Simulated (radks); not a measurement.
Results of a calculation; reference values are marked as such.
Ionisation of K, [Ar] 4s1, to K+, [Ar], under several functionals. Non-relativistic Kohn-Sham, spin-polarised, spherical densities, point nucleus; open shells are filled with parallel spins first; a radial shooting solver on a logarithmic mesh with Libxc functionals.

functional,E(K) (hartree),Exc (hartree),IE (eV),-e(HOMO) (eV),<r> HOMO (bohr),IE error (eV)
exchange-only PBE,-598.98031,-32.45317,4.271,2.289,5.076,-0.069
TASK exchange with Perdew-Wang LDA correlation,-599.67864,-33.18424,3.843,2.635,5.473,-0.498
exchange-only r2SCAN,-599.16090,-32.65642,3.940,2.389,5.266,-0.400
SOGGA,-598.78742,-32.25876,4.321,2.474,4.973,-0.020
XLYP,-600.08818,-33.59053,4.484,2.417,4.881,+0.143
HCTH/407,-600.03422,-33.57743,4.298,2.484,5.058,-0.043

NIST Atomic Spectra Database: 4.341 eV (measured). Closest: SOGGA. The Delta-SCF values span 0.64 eV, the total energies 1.30 hartree. The highest occupied level is 4s.
